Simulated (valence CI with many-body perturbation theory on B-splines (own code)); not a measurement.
## Ladder of approximations for Hg56+

Calculated by valence CI with perturbative core correlation (CI+MBPT): six valence electrons over a frozen Dirac-Fock core [Ar], a basis of 7 s, 7 p, 8 d, 6 f, 4 g, 1 h functions for each j, with the one-electron correlation potential Σ1 (screened to all orders), the two-electron term Σ2, the three-electron term Σ3, Breit, model QED; selected single and double excitations, second order for the rest, scaled by the run's own slope (own B-spline code, finite nucleus).

The last digits are not significant, and no measured levels were compared; by estimate large intervals hold to a few tenths of a per cent, small ones and those within an open d or f shell to about a per cent. Core correlation moves these levels by up to 17000 cm⁻¹, and in measured spectra 5 to 20 % of such shifts remained as error; rates that hang on mixing are uncertain with them. Among the levels kept, up to 1100 cm⁻¹ of a level comes from second order outside the variational space, and about a tenth of that is noise between levels of different J, which matters for small intervals. The list stops below the first excitations out of the core. Only levels of the ground parity were solved; by the run's estimate the other parity begins above the list, which can be wrong where configurations are misplaced.

Each rung adds one term. CI alone is the Dirac-Coulomb CI over the frozen core; QED comes last and gives the full result, which names the levels. Energies are above (3d3/2^4 3d5/2^2) J=4 on the same rung, in cm⁻¹.

Levels are named by their leading jj configuration (3d3/2^4 stands for four electrons in 3d with j = 3/2), which in mixed levels can hold well under half, so a name can repeat and another be missing. Letters in brackets count levels of one name in rising energy.

```csv
Level,CI alone,Σ1,Σ2,Σ3,Breit,QED,Full
(3d3/2^4 3d5/2^2) J=2,68886,+38,-4068,-1142,+7722,+7,71442
(3d3/2^4 3d5/2^2) J=0,232954,+179,-6794,-541,+15830,+74,241702
(3d3/2^3 3d5/2^3) J=3 [a],760546,+2645,+5077,+1252,-12168,+2177,759529
(3d3/2^3 3d5/2^3) J=4 [a],771798,+2610,+6165,+985,-16934,+2139,766764
(3d3/2^3 3d5/2^3) J=1 [a],801815,+2665,+2997,+761,-5947,+2177,804469
(3d3/2^3 3d5/2^3) J=6,858542,+2653,+8383,-1321,-36885,+2152,833525
(3d3/2^3 3d5/2^3) J=5,852666,+2647,+6015,+53,-28039,+2148,835490
(3d3/2^3 3d5/2^3) J=2 [a],909921,+2678,+264,-1021,-13307,+2152,900688
(3d3/2^3 3d5/2^3) J=3 [b],925288,+2696,+965,+752,-18008,+2164,913857
(3d3/2^3 3d5/2^3) J=0,1002580,+2681,-4452,+2486,-12908,+2121,992511
(3d3/2^3 3d5/2^3) J=4 [b],1053290,+2773,+77,-448,-19224,+2186,1038660
(3d3/2^3 3d5/2^3) J=1 [b],1049170,+2762,-3691,+1576,-3598,+2180,1048400
(3d3/2^3 3d5/2^3) J=2 [b],1058230,+2808,-2757,+1135,-11139,+2218,1050500
(3d3/2^3 3d5/2^3) J=3 [c],1068480,+2738,-2618,+420,-12161,+2151,1059010
(3d3/2^2 3d5/2^4) J=2 [a],1570940,+5273,+9045,+560,-24350,+4325,1565800
(3d3/2^2 3d5/2^4) J=0 [a],1591570,+5260,+8036,+2266,-20013,+4302,1591420
(3d3/2^2 3d5/2^4) J=4 [a],1631710,+5279,+10250,-158,-35996,+4311,1615390
(3d3/2^2 3d5/2^4) J=3 [a],1655650,+5267,+7222,+1489,-29678,+4290,1644240
(3d3/2^2 3d5/2^4) J=5,1676910,+5311,+10967,-226,-45265,+4324,1652020
```

The middle columns are the shifts that each term adds.

**Question.** How does the ionisation energy move along the ladder, and which term matters most?

**Answer.** CI alone 5623.3, + Σ1 5625.5, + Σ2 5638.8, + Σ3 5639.1, + Breit 5636.3, + QED 5636.4 eV. The largest step is Σ2, 13.3 eV. NIST lists 5636 ± 5 eV (theoretical).
